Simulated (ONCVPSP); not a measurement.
## C (Z = 6): excitation energies, all-electron against ONCV

C (Z = 6), optimised norm-conserving Vanderbilt (ONCV), made with ONCVPSP 4.0.1 (PBE, scalar-relativistic). Core [He], reference 2s2 2p2. Waves: 2s: rc 1.15 bohr, ncon 4, nbas 7, qcut 6.8 1/bohr, local; 2p: rc 1.65 bohr, ncon 4, nbas 9, qcut 9.8 1/bohr, 1 projector; d scattering state at 0.42 Ha: rc 1.35 bohr, ncon 3, nbas 6, qcut 7.1 1/bohr, 1 projector. Local part: the s channel. Core correction: none.

Energies are relative to the spin-unpolarised reference configuration 2s2 2p2; without spin polarisation the order of configurations can differ from experiment.

```json
{"valence configuration": "2s2 2p0", "charge": "+2", "ΔE all-electron (eV)": "35.017", "error AE − PS (meV)": "+144"}
{"valence configuration": "2s1 2p0", "charge": "+3", "ΔE all-electron (eV)": "83.211", "error AE − PS (meV)": "+351"}
```

Q: What are ΔE and the potential's error for 2s2 2p1?

A: ΔE = 10.861 eV all-electron; the error (AE − PS) is +11 meV.

Q: What are ΔE and the potential's error for 2s2 2p1.5?

A: ΔE = 3.963 eV all-electron; the error (AE − PS) is +1.3 meV.

Levels in the configuration 2s2 2p0:

| level | all-electron (eV) | pseudo (eV) |
| --- | --- | --- |
| 2s | -40.379 | -40.245 |
